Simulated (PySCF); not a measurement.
Basis and Hamiltonian dependence of the ionisation energy of Ag⁺

Ag⁺ [Kr] 4d10 (1S) → Ag²⁺ [Kr] 4d9 (2D). Calculated with PySCF 2.14 from differences of total energies of unrestricted determinants, without spin-orbit coupling. Values in eV.

```csv
basis,Hamiltonian,functions,UHF,LDA,PBE0,MP2 (valence),CCSD(T) (valence),CCSD(T) (valence and next inner shell)
def2-SVP with the def2 core potential (28 electrons),ECP,31,19.859,22.271,n/a,21.132,n/a,n/a
cc-pVDZ-PP with ECP28MDF,ECP,38,19.736,22.190,21.543,21.284,n/a,n/a
x2c-SVPall,spin-free X2C,53,19.814,n/a,21.716,21.358,n/a,n/a
aug-cc-pVDZ-PP with ECP28MDF,ECP,54,19.730,22.183,21.538,21.656,21.410,n/a
def2-TZVPPD with the def2 core potential (28 electrons),ECP,56,19.735,22.224,21.565,21.728,21.450,21.330
cc-pVTZ-PP with ECP28MDF,ECP,63,19.675,n/a,n/a,21.677,n/a,n/a
aug-cc-pwCVDZ-PP with ECP28MDF,ECP,70,19.709,22.193,21.533,21.738,21.449,21.291
x2c-TZVPPall,spin-free X2C,79,19.710,22.328,21.631,21.735,21.445,21.364
aug-cc-pVTZ-PP with ECP28MDF,ECP,88,19.671,22.178,21.506,21.806,21.527,n/a
x2c-QZVPPall,spin-free X2C,118,19.689,22.313,21.610,21.841,21.548,n/a
aug-cc-pwCVTZ-PP with ECP28MDF,ECP,122,19.659,22.168,21.499,21.831,n/a,21.441
"x2c-QZVPPall with one added diffuse shell each of s, p, d, f, g type",spin-free X2C,143,19.689,22.313,21.609,21.856,n/a,n/a
aug-cc-pwCVQZ-PP with ECP28MDF,ECP,180,19.654,n/a,n/a,n/a,n/a,n/a
```

Task: Estimate the row for aug-cc-pVTZ-PP with one added diffuse shell each of s, p, d, f, g type with ECP28MDF (ECP, 113 functions).

Result: From the rows with the same Hamiltonian and similar size; the calculation gives UHF 19.67; LDA 22.18; PBE0 21.51; MP2 (valence) 21.81 (eV).

Frozen in the all-electron rows: valence: [Kr]; valence and next inner shell: [Ar] 3d10; with a core potential, the same shells as far as they lie outside it.

Between the lowest levels the reference is 21.484 eV (measured; NIST Atomic Spectra Database, ionization energies); it includes spin-orbit coupling, which these numbers lack.
